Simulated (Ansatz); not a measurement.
Born–Oppenheimer molecular dynamics of ClF2H3NOTa (9 atoms, charge 0, multiplicity 1). It starts from a relaxed structure.

Theory: RHF/def2-SVP in Ansatz.

```
ensemble        : NVT, Langevin thermostat
time step       : 0.5 fs
steps asked     : 500
set temperature : 300 K
friction        : 0.02 /fs
seed            : 715749
```

First frame:

```xyz
9
Properties=species:S:1:pos:R:3
Ta 0.162 -0.057 0.166
O 1.998 -0.113 -0.090
H 2.921 -0.026 0.084
N -0.507 -0.045 2.009
H -0.735 -0.893 2.497
H -0.699 0.773 2.557
F -0.954 -0.093 -1.343
Cl 0.027 2.322 0.225
F -0.036 -1.931 0.297
```

Q: How far do the bonds stretch over the last three quarters of this one trajectory? (Pairs bonded in most of those frames.)

A: 
```
   bond  mean (Å)  spread (Å)  shortest  longest
 Ta1–O2     1.863       0.020      1.83     1.91
 Ta1–N4     1.962       0.022      1.91     2.00
 Ta1–F7     1.879       0.028      1.81     1.92
Ta1–Cl8     2.380       0.043      2.30     2.48
 Ta1–F9     1.892       0.019      1.84     1.93
  O2–H3     0.945       0.019      0.89     1.01
  N4–H5     1.008       0.024      0.96     1.06
  N4–H6     1.006       0.025      0.95     1.06
```

Mean temperature of the second half: 293 K. A run of 0.25 ps of so small a system gives no equilibrium averages.

Run time: 18 min on 2 threads of Arm Neoverse V1, with other jobs on the host, peak memory 0.29 GiB.
